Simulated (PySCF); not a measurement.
Working out the ionisation energy of Sb⁺

Sb⁺ [Kr] 4d10 5s2 5p2 (3P) → Sb²⁺ [Kr] 4d10 5s2 5p1 (2P). Calculation: PySCF 2.14, in aug-cc-pwCVDZ-PP with ECP28MDF; scalar relativity through the core potential. Frozen: nothing. Energies in hartree (1 hartree = 27.21139 eV):

```json
{"part": "UHF", "Sb⁺ (lower)": "-238.957691", "Sb²⁺ (upper)": "-238.369896"}
{"part": "MP2 opposite-spin", "Sb⁺ (lower)": "-0.279682", "Sb²⁺ (upper)": "-0.273708"}
{"part": "MP2 same-spin", "Sb⁺ (lower)": "-0.153516", "Sb²⁺ (upper)": "-0.145853"}
```

**Question.** What does Hartree-Fock give?

**Answer.** (-238.369896) − (-238.957691) = 0.587795 hartree = 15.995 eV.

**Question.** What do MP2 and SCS-MP2 (6/5 opposite-spin, 1/3 same-spin) give?

**Answer.** The opposite-spin parts differ by 0.163 eV and the same-spin parts by 0.209 eV. MP2: 15.995 + (0.163) + (0.209) = 16.367 eV. SCS-MP2: 15.995 + 1.2 × (0.163) + (0.209)/3 = 16.260 eV.

Reference: 16.626 ± 0.025 eV (measured; NIST Atomic Spectra Database, ionization energies), between the lowest levels; spin-orbit coupling is absent from the calculation.

A double-zeta basis recovers only part of the correlation energy.

What remains against the reference includes basis incompleteness and correlation beyond second order.
